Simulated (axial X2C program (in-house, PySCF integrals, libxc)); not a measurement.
**Low determinants of TiP at the PBE0 level, without spin–orbit coupling**

Calculated with an in-house relativistic program for diatomic molecules. Spin-free means the one-electron spin-free X2C Hamiltonian. Basis: Ti dyall-cv3z [10s10p6d4f2g], P dyall-v3z [8s7p2d1f] (cores contracted in-house); Gaussian nuclei, density fitting, unrestricted open shells. Masses: Ti 47.948 u, P 30.974 u.

Search at 2.190 Å (vertical energies from the lowest determinant):

```
ΔE (eV)             state  electrons beyond evenly filled partner blocks  electrons in σ, π, δ, φ
   0.00  M_S = 1/2, Λ = 2                                            δ+α                20 16 1 0
   0.17  M_S = 1/2, Λ = 0                                             σα                21 16 0 0
   0.23  M_S = 1/2, Λ = 3                         σα, π+α, π+β, π-β, δ+α                21 15 1 0
   0.24  M_S = 3/2, Λ = 3                         σα, π+α, π+β, π-α, δ+α                21 15 1 0
   0.24  M_S = 3/2, Λ = 1                         σα, π+α, π-α, π-β, δ+α                21 15 1 0
   0.29  M_S = 1/2, Λ = 1                         σα, π+β, π-α, π-β, δ+α                21 15 1 0
   1.41  M_S = 5/2, Λ = 3                          σα, 2 × π+α, π-α, δ+α                21 15 1 0
```

Lowest determinant, M_S = 1/2, Λ = 2 (beyond evenly filled blocks: δ+α): Re = 2.145 Å, ωe = 425.4 cm⁻¹.

The determinant in row 2 of the search, M_S = 1/2, Λ = 0 (beyond evenly filled blocks: σα), was followed along the bond at PBE0; measured from the minimum of the lowest determinant it gives:

Te = -0.138 eV (-1109 cm⁻¹), Re = 2.086 Å, ωe = 447.1 cm⁻¹.

Problem. Compare the bond of the determinant in row 2 with that of the lowest one.

Solution. At PBE0 its Re is 0.059 Å shorter and its force constant, which goes as ωe², is 1.10 times that of the lowest determinant. This determinant mixes spin states, so it has no term energy of its own.

The search compares states at one distance, so a state with another bond length can lie lower; it is not exhaustive and yields mostly the lowest determinant of each block pattern, so other components and higher states of one pattern are missing. These are energies of single determinants, not of spin-adapted states; PBE0 term energies can be off by some tenths of an eV, and the functional has no current term. The lowest determinant need not be the ground state where others lie within half an eV. Row 1 is spin-contaminated (⟨S²⟩ = 1.21 against 0.75), so its values are not those of a pure state. Row 2 is spin-contaminated (⟨S²⟩ = 1.19 against 0.75), so its values are not those of a pure state.
